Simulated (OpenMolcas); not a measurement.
Computed levels of Fe2+

```json
{"Program": "OpenMolcas", "Method": "SS-CASPT2, IPEA 0.25 Eh, imaginary shift 0.1 Eh (closed shells correlated: 3s 3p)", "Basis": "ANO-RCC-VTZP [6s5p3d2f1g]", "Scalar Hamiltonian": "DKH2, point nucleus", "Active space": "6 electrons in 5 orbitals (3d)", "State averaging": "2S+1 = 5 even, 5 roots; 2S+1 = 3 even, 45 roots kept (CI in the orbitals of an earlier block); 2S+1 = 1 even, 50 roots kept (CI in the orbitals of an earlier block)", "Spin-orbit coupling": "state interaction with AMFI integrals over the reference wave functions, term energies averaged over their components"}
```

Spin-free terms above the lowest, with the occupations of the reference:

```csv
Configuration,Term,E (cm-1),Occupations
3d6,5D,0.0,3d 6.00
3d6,3P(1),20180,3d 6.00
3d6,3H,20700,3d 6.00
3d6,3F(1),22030,3d 6.00
3d6,3G,25200,3d 6.00
3d6,1I,31290,3d 6.00
3d6,3D,31350,3d 6.00
3d6,1G(1),31980,3d 6.00
3d6,1S(1),35770,3d 6.00
3d6,1D(1),37150,3d 6.00
3d6,1F,43970,3d 6.00
3d6,3P(2),51630,3d 6.00
3d6,3F(2),52050,3d 6.00
3d6,1G(2),59210,3d 6.00
3d6,1D(2),79550,3d 6.00
3d6,1S(2),101860,3d 6.00
```

With spin-orbit coupling, above the lowest level:

```
Configuration   Term  J  E (cm-1)  Measured (cm-1)      g  Term weight %   Second
          3d6     5D  4       0.0              0.0  1.501            100         
          3d6     5D  3       437              436  1.501            100         
          3d6     5D  2       745              739  1.501            100         
          3d6     5D  1       943              932  1.501            100         
          3d6     5D  0      1040             1027                   100         
          3d6  3P(1)  2     20000            19405  1.500            100         
          3d6     3H  6     20920            20051  1.167            100         
          3d6     3H  5     21140            20301  1.036             99         
          3d6  3P(1)  1     21290            20688  1.500            100         
          3d6     3H  4     21300            20482  0.810             97         
          3d6  3P(1)  0     21840            21208                    99         
          3d6  3F(1)  4     22250            21462  1.238             96     2 3G
          3d6  3F(1)  3     22470            21700  1.077             98         
          3d6  3F(1)  2     22630            21857  0.667            100         
          3d6     3G  5     25460            24559  1.198             99         
          3d6     3G  4     25840            24941  1.052             97  2 3F(1)
          3d6     3G  3     26020            25142  0.756             98         
          3d6     3D  1     31710            30726  0.500            100         
          3d6     3D  2     31720            30716  1.166             99         
          3d6     1I  6     31770            30356  1.000            100         
          3d6     3D  3     31860            30858  1.334            100         
          3d6  1G(1)  4     32530            30886  1.001             99         
          3d6  1S(1)  0     36300            34812                    99         
          3d6  1D(1)  2     37670            35804  1.001             99         
          3d6     1F  3     44400            42897  1.001             99         
          3d6  3P(2)  0     51260            49148                   100         
          3d6  3P(2)  1     51670            49577  1.501            100         
          3d6  3F(2)  2     52480            50185  0.671             99         
          3d6  3P(2)  2     52520            50412  1.496             99         
          3d6  3F(2)  4     52520            50276  1.250            100         
          3d6  3F(2)  3     52560            50295  1.083             99         
          3d6  1G(2)  4     59690            57222  1.001            100         
          3d6  1D(2)  2     80020                   1.000            100         
          3d6  1S(2)  0    102320                                    100
```

Against the 31 measured excited levels shown (Corliss and Sugar, J. Phys. Chem. Ref. Data 11, 135 (1982)) the mean absolute deviation is 1200 cm-1; the largest miss in energy is 3d6 1G4(2): computed 59690, measured 57222 cm-1 (+4.3 %), and the largest in proportion 3d6 1G4(1) (+5.3 %).

Spin-orbit coupling puts the lowest level 454 cm-1 below the lowest spin-free term.

A least-squares Racah fit to the terms below 60000 cm-1, each weighted by 2L + 1 and with a free common offset, gives B = 940 cm-1 and C = 4043 cm-1 (C/B = 4.30), with an rms deviation of 816 cm-1.

For 5D the intervals divided by the larger J are -97.1, -99.0, -102.5, -109.3 cm-1. Landé's interval rule makes them equal in pure LS coupling; they differ by 12 % of their mean. The multiplet is inverted.

CASPT2 breaks the degeneracy within a term, and the mean is taken; among the terms shown or strongly mixed into the levels shown the widest spread is 360 cm-1 (3d6 3F(2)). Terms from blocks run as CI alone lack orbitals of their own. The CASPT2 spread within a term exceeds the gap to the next term for 3d6 1I and 3d6 3D, so the order of their levels is uncertain. Measured partners are found by configuration, term and J. A level has none where our copy of the source lacks it or the pairing is in doubt (some pairs that miss far off the trend of their configuration count as doubtful), and it then counts in no deviation. Levels of configurations outside the active space are missing.

The term weight is that of the spin-free term in the level, not the purity of its configuration. A number in round brackets counts repeated terms of one configuration in the order of the reference energies.
